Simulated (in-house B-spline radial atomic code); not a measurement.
A fraction x of an electron is removed from 3s in the silicon ion Si²⁺, starting from [Ne] 3s2 and keeping the highest spin. Computed with a B-spline radial code for spherical atoms: scalar-relativistic (X2C) PW91, spin-polarised, spherical fractional occupations, Fermi nucleus of rms radius 3.1224 fm.

| x | E(x) - E(0) (eV) | 3s down level (eV) |
| --- | --- | --- |
| 0 | 0.0000 | -28.605 |
| 0.02 | 0.5741 | -28.803 |
| 0.24 | 7.1490 | -30.966 |
| 0.37 | 11.2571 | -32.233 |
| 0.49 | 15.1947 | -33.390 |
| 0.5 | 15.5291 | -33.486 |
| 0.55 | 17.2153 | -33.964 |
| 0.74 | 23.8401 | -35.773 |
| 0.86 | 28.2046 | -37.002 |
| 0.96 | 31.9733 | -38.538 |
| 1 | 33.5171 | - |

The exact functional would give a straight line between the two integer points. Deviations E(x) - E(0) - x[E(1) - E(0)], in eV: -0.096 at x = 0.02, -0.895 at x = 0.24, -1.144 at x = 0.37, -1.229 at x = 0.49, -1.229 at x = 0.5, -1.219 at x = 0.55, -0.963 at x = 0.74, -0.62 at x = 0.86, -0.203 at x = 0.96.

The curve lies below the straight line by up to 1.229 eV (at x = 0.49): convex, the delocalisation error that favours fractional charges.

How well does Slater's transition state (minus the level at half occupation) give the ionisation energy?

It gives 33.486 eV against 33.517 eV from the two total energies; NIST lists 33.49 eV, ground level to ground level.
